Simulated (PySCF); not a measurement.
Compound: Ge(vinyl)(NHEt)3, C8H21GeN3.
Geometry (PBE0-D3(BJ)/def2-SVP, Å), atoms numbered from 1 in this order:
```xyz
33
C8H21GeN3 angstrom
Ge     0.3478    0.1026    0.1929
C      0.1936   -0.0126    2.1248
C      1.2340   -0.3505    2.8933
H     -0.7747    0.1955    2.5968
H      2.2117   -0.5709    2.4494
H      1.1581   -0.4229    3.9847
N      2.1341    0.2494   -0.1602
C      2.6622   -0.0315   -1.4774
C      2.5670    1.1215   -2.4696
H      2.6331    0.9825    0.3341
H      3.7149   -0.3591   -1.3916
H      2.1084   -0.9002   -1.8718
H      1.5158    1.4157   -2.6160
H      2.9904    0.8472   -3.4495
H      3.1176    2.0045   -2.1042
N     -0.5701    1.4641   -0.6305
C     -1.9956    1.6611   -0.4956
C     -2.4238    2.5169    0.6898
H     -0.0488    2.3307   -0.7220
H     -2.4003    2.1061   -1.4247
H     -2.4687    0.6661   -0.4205
H     -2.0972    2.0705    1.6421
H     -3.5185    2.6367    0.7262
H     -1.9799    3.5239    0.6275
N     -0.3086   -1.3934   -0.6083
C     -0.5052   -2.6707    0.0319
C     -1.9075   -2.8884    0.5841
H     -0.8805   -1.2315   -1.4303
H     -0.2582   -3.4891   -0.6710
H      0.2258   -2.7621    0.8527
H     -2.1455   -2.1336    1.3505
H     -2.0132   -3.8856    1.0413
H     -2.6625   -2.8048   -0.2148
```

Computed, not measured: PySCF 2.14.0, PBE0-D3(BJ)/def2-SVP geometry optimisation, gas phase.

Masses are those of the commonest isotopes; rigid-rotor values at the optimised geometry. The values belong to one conformer.

What are A, B and C (MHz)?

Ia = 742.09, Ib = 863.63, Ic = 1065.25 u·Å²; 505379 MHz·u·Å²/I gives A = 681.0, B = 585.2, C = 474.4 MHz.

What kind of rotor is it?

An asymmetric top: κ = (2 × 585.2 − 681.0 − 474.4)/(681.0 − 474.4) = 0.07.

What does the inertial defect say?

Not planar: Δ = Ic − Ia − Ib = -540.47 u·Å². For a rigid frame Δ = −2 Σ m c², so Σ m c² = 270.23 u·Å² lies off the ab plane: 53.52 from hydrogen and 216.72 from heavier atoms. The atom farthest from that plane is 3.65 Å away.

Which lines would a microwave search look for?

The dipole components are |μa| = 0.29 D, |μb| = 0.85 D, |μc| = 0.40 D. The squared components, which scale the intensities, stand as 0.11 : 1.00 : 0.22 (a : b : c). Some lines, for components of 0.1 D or more:

```
type  branch         J(Ka,Kc)   MHz  lower level (cm⁻¹)
   b       Q  4(4,0) ← 4(3,1)   890               0.406
   a       Q  4(1,3) ← 4(1,4)   991               0.337
   a       R  2(0,2) ← 1(0,1)  2064               0.035
   c       R  2(1,1) ← 1(0,1)  2437               0.035
   a       R  3(2,1) ← 2(2,0)  3346               0.128
   b       R  3(2,2) ← 2(1,1)  3466               0.117
   c       R  3(1,2) ← 2(0,2)  3668               0.104
   c       R  3(2,1) ← 2(1,1)  3689               0.117
   b       R  4(1,3) ← 3(2,2)  4118               0.232
   b       R  4(4,0) ← 3(3,1)  5320               0.258
   b       R  5(3,3) ← 4(2,2)  5769               0.389
   b       R  5(4,1) ← 4(3,2)  6468               0.402
   b       R  5(5,1) ← 4(4,0)  6665               0.436
   c       R  5(5,0) ← 4(4,0)  6667               0.436
   b       R  5(5,0) ← 4(4,1)  6673               0.436
```

Whether it is a minimum is left open (no frequencies). These are rigid-rotor constants of the computed structure; measured ground-state constants (B0) also hold zero-point vibration. A rigid rotor knows nothing of inversion at nitrogen or internal rotation, which can split or shift real lines. Quadrupole hyperfine structure (14N) is left out.
